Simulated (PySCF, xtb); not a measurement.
Ta(S)(F)2(OH) (F2HOSTa), SMILES [OH][Ta](=[S])([F])[F], multiplicity 1. Other conformers were not sampled.

Harmonic wavenumbers (cm⁻¹) from GFN2-xTB run with xtb at its own minimum, in rising order: 55, 121, 144, 151, 175, 354, 359, 411, 442, 516, 586, 3632.

Problem. What does PBE-D3(BJ)/def2-SVP in PySCF give at its own minimum? (The exact figures need the calculation; the answer reports its results.)

Solution. 156, 163, 180, 185, 191, 377, 496, 530, 675, 681, 729, 3770. Paired by order, the mean absolute difference is 99 cm⁻¹ and the zero-point energies are 9.9 and 11.6 kcal/mol.
